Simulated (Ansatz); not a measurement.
Ansatz (a program for electronic structure) input (r2SCAN/def2-TZVPD):

Ansatz 0.2 input:
```yaml
crystal:
  periodic: [false, false, false]
  atoms:
    - {symbol: Al, position_ang: [-1.55651736, 0.05845365, -0.02667603]}
    - {symbol: Br, position_ang: [0.70857605, -0.02660995, 0.01214377]}
    - {symbol: H, position_ang: [-2.23057401, 1.47571790, -0.03586101]}
    - {symbol: H, position_ang: [-2.33486213, -1.30426694, -0.04238271]}
basis:
  gaussian:
    orbitals: def2-TZVPD
hamiltonian:
  xc: {name: r2SCAN}
magnetization: {spin_polarized: true, initial_magnetization: 2}
```

Output:

```
Functional definition: r2SCAN
integrals: 0.04 GiB planned
786 factors; their error is unknown
0.20 GiB of the device are held for the grids
0.47 GiB of device memory are held for the factors and their scratch space
mean field: 0.55 GiB planned
mean field evaluation 1: about -76668.8819 eV, gradient 1.5e1 eV
mean field evaluation 2: about -76663.6400 eV, gradient 3.2e1 eV
mean field evaluation 4: about -76671.5216 eV, gradient 2.6e0 eV
mean field evaluation 8: about -76671.6090 eV, gradient 4.1e-2 eV
mean field evaluation 16: about -76671.6018 eV, gradient 3.6e-5 eV
mean field evaluation 32: about -76670.9428 eV, gradient 3.6e0 eV
mean field evaluation 64: about -76670.8705 eV, gradient 4.9e0 eV
mean field -76671.60182972 eV, -2817.6293973638 hartree, gradient 3.6e-5 eV, S^2 2.007669; 9 other end points of the search recorded, 0 dependent functions left out
reference -76671.60184710 eV, -2817.6293980028 hartree; 26, 24 occupied and 92, 94 virtual orbitals, 786 factors
Total energy: -76671.60184710 eV, -2817.6293980028 hartree
```

This state (charge 0, triplet) is run at the relaxed geometry of the species with charge 0 and multiplicity 1, and is a spin state other than that species' own.
